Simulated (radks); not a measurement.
Spherical quantum dot in the effective-mass picture: electrons in a parabolic well V = omega^2 r^2 / 2 with omega = 2.19, with a point charge +1 (a donor) at the centre, all in effective atomic units (hartree* = m*/eps^2 hartree, bohr* = eps/m* bohr), one dielectric constant everywhere. Calculated with a radial shooting solver with Libxc functionals: non-relativistic Kohn-Sham, LDA (Slater exchange, Perdew-Wang correlation), spin-polarised, spherical densities. Levels are named by radial order and angular momentum (1s, 1p, 1d, 2s, ...), and open shells are averaged over m. Results are scaled to m* = 0.06 and eps = 6.1, for which hartree* = 43.88 meV and bohr* = 5.38 nm.

N = 18, configuration 1s2 1p6 1d(up 5, down 3) 2s2. This is the lowest configuration that the search found. Occupied and some empty levels:

level,occupation,eigenvalue (meV),<r> (nm)
1s up,1,664.04,4.811
1s down,1,665.57,4.783
1p up,3,732.29,6.703
1p down,3,734.49,6.697
2s up,1,789.86,6.859
2s down,1,791.43,6.879
1d up,5,796.59,7.845
1d down,3,798.88,7.851
1f up,0,864.23,8.732
1f down,0,866.41,8.744
2p up,0,873.73,7.870
2p down,0,875.22,7.877
1g up,0,935.47,9.487
1g down,0,937.45,9.502

Energy (meV): total 8997.40, kinetic 1809.7, external 2867.8, Hartree 4863.6, exchange-correlation -543.67.
